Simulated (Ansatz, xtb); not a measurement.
Molecule: C₂ClF₂, charge 0, multiplicity 2. It need not be the lowest isomer of its formula. SMILES: FC(=[C]Cl)F
Structure (B3LYP-D3(BJ)/def2-TZVP (Ansatz, a quantum-chemistry and plane-wave program) minimum search):
```xyz
5

C      0.4643    -0.4824     0.0166
C     -0.8287    -0.2963     0.0617
F     -1.7111    -1.2730     0.1796
F     -1.4431     0.8795    -0.0027
Cl     1.7985     0.4831    -0.1213
```
Charge 0, spin multiplicity 2.

Harmonic wavenumbers from GFN2-xTB (xtb, at its own minimum), cm⁻¹: 131, 208, 392, 403, 499, 740, 962, 1109, 1789.

Problem. Give the harmonic wavenumbers at B3LYP-D3(BJ)/def2-TZVP (Ansatz, finite differences of forces, unscaled).

Solution. 158, 209, 433, 558, 574, 769, 1049, 1241, 1811 cm⁻¹. Zero-point energy 9.7 kcal/mol.

Problem. From these and the geometry, give the ideal-gas thermochemistry at 298.15 K and 1 atm (rigid rotor, harmonic oscillator).

Solution. Point group Cs, rotational symmetry number 1. Rotational constants 11.35, 2.151, 1.808 GHz. S(trans) 39.64, S(rot) 26.39, S(vib) 6.85, S(elec, spin only) 1.38, S 74.3 cal/(mol K). H(298) - H(0) 3.59 kcal/mol; G - E(el) -8.8 kcal/mol.
